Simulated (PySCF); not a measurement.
## Computed properties of Ge(Br)(NH2) (BrGeH2N), SMILES [Br][Ge][NH2]

Ge(Br)(NH2) (BrGeH2N), SMILES [NH2][Ge][Br] (connectivity only; charge and spin as stated), neutral, multiplicity 1. Geometry: PBE0-D3(BJ)/def2-SVP. Other conformers were not sampled. All values are computed for the isolated molecule unless a solvent is named; none is compared with measurement here.

**Structure.** The optimised structure has Cs symmetry. All 9 harmonic modes at PBE0-D3(BJ)/def2-SVP (PySCF) are real, so it is a minimum. With heavy atoms numbered as in [Ge:1]([Br:2])[NH2:3], the shortest bond between them is Ge1–N3 at 1.811 Å and the longest Ge1–Br2 at 2.375 Å.

**Vibrations.** The strongest infrared lines (harmonic, unscaled, degenerate partners summed) lie at 455 cm⁻¹ (164 km/mol, H 85 %, N 15 %), 513 cm⁻¹ (51 km/mol, H 95 %), 733 cm⁻¹ (50 km/mol, N 45 %, H 43 %, Ge 12 %). The softest mode is at 191 cm⁻¹ and the zero-point energy is 16.6 kcal/mol.

**Electronic structure.** r2SCAN/def2-TZVPD (PySCF) places the frontier levels at -6.63 and -2.66 eV, a gap of 3.97 eV, and gives a dipole moment of 2.97 D and a mean polarisability of 66.7 bohr³.

**Excitations.** TDDFT-B3LYP/def2-SVPD (PySCF) has S1 at 4.22 eV (294 nm, f = 0.016, weak); the most intense of the 10 singlets computed lies at 6.55 eV (f = 0.30). T1 (TDA) is at 3.26 eV. No vertical singlet excitation falls in the visible range (under 3.1 eV).

**NMR.** GIAO shifts at B3LYP/pcSseg-2 (PySCF) (non-relativistic, atoms alike by connectivity averaged): ¹H at 6.1 ppm against TMS. Without spin–orbit terms, shifts of atoms bonded to Cl or Br come out too high.
